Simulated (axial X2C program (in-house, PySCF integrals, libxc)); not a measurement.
# Potential curves of Sn₂⁺, two-component

Calculated with an axial X2C code built on PySCF integrals. Two-component (2c) means X2C with spin–orbit coupling and atomic mean-field two-electron Coulomb and Gaunt terms. Basis: Sn dyall-cv3z [11s12p9d4f1g] (cores contracted in-house); Gaussian nuclei, density fitting, unrestricted open shells. Masses: Sn 119.902 u.

State: Ω = 3/2 (⟨Sz⟩ = 1.49, ⟨Lz⟩ = 0.01 at PBE0). Energies in eV from the lowest point of each curve. Fits are polynomials in 1 − R0/R over 0.85 to 1.23 times the lowest point R0.

```tsv
R (Å)	PBE0
2.4308	0.6296
2.5425	0.2540
2.6264	0.0968
2.7102	0.0188
2.7940	0.0000
2.8918	0.0334
2.9896	0.1087
3.1153	0.2460
3.2690	0.4485
```

The state is a single determinant with fixed occupations, the lowest that a limited PBE0 search found. Density functionals use the spin component along the axis (collinear). PBE0 can misorder states that lie within some tenths of an eV, so this need not be the ground state of the molecule. The nearest other 2c determinant of the search, Ω = 1/2, lies 0.30 eV up at the distance of the search. With several unpaired electrons one determinant need not be a pure state. This is the top spin component of a Σ state; components of lower Ω are not single determinants and can lie lower.

(1) Fit the PBE0 curve near its minimum: give the equilibrium distance and the harmonic wavenumber.

## Answers

(1) At PBE0, 2c: Re = 2.783 Å, ωe ≈ 172 cm⁻¹; Be follows as 0.0363 cm⁻¹.
